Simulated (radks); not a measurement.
Results of a calculation; reference values are marked as such.
All-electron atom: Ar+ in [Ne] 3s2 3p5 (the NIST ground configuration). Level of theory: non-relativistic Kohn-Sham, BP86, spin-polarised, spherical densities, point nucleus; open shells are filled with parallel spins first (a radial shooting solver on a logarithmic mesh with Libxc functionals).

Unscreened Slater integrals over Kohn-Sham orbitals (cm^-1). They are taken over the spin-up orbitals.

integral    value
F0(3p,3p)  128500
F2(3p,3p)   64389
F0(3p,3s)  135740
G1(3p,3s)   89800
F0(3p,2p)  175830
F2(3p,2p)   30321
G0(3p,2p)   11929
G2(3p,2p)   12046
F0(3s,3s)  144270
F0(3s,2p)  192330
G1(3s,2p)   14472
F0(2p,2p)  533150
F2(2p,2p)  248200

Derived for the open shells (J is the average intra-shell exchange parameter used in DFT+U). 3p: J = F2/5 = 12880 cm^-1.
